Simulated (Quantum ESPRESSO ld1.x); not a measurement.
The numbers below are computed, except where a source is named.
These are the eigenvalues of the occupied orbitals of an atom or ion with whole-number occupations (hartree). Level of theory: non-relativistic Kohn-Sham, Wu-Cohen GGA, spin-unpolarised, spherical densities, point nucleus (ld1.x of Quantum ESPRESSO 7.5).

1s: -321.3408
2s: -38.1979
2p: -33.5029
3s: -4.0688
3p: -2.6098
3d: -0.1926
4s: -0.1628

Which element is it, and in what charge state? The configuration may be excited.

Answer. Z = 29, copper, charge 0: Cu in [Ar] 3d10 4s1. The list shows which subshells hold electrons but not how many an open one holds; the 1s level, -321.34 hartree, gives Z - s = 25.4 by -(Z - s)^2/2, which with screening narrows Z to a few neighbours, and the depths of the outer levels then fix element, charge and occupations together.
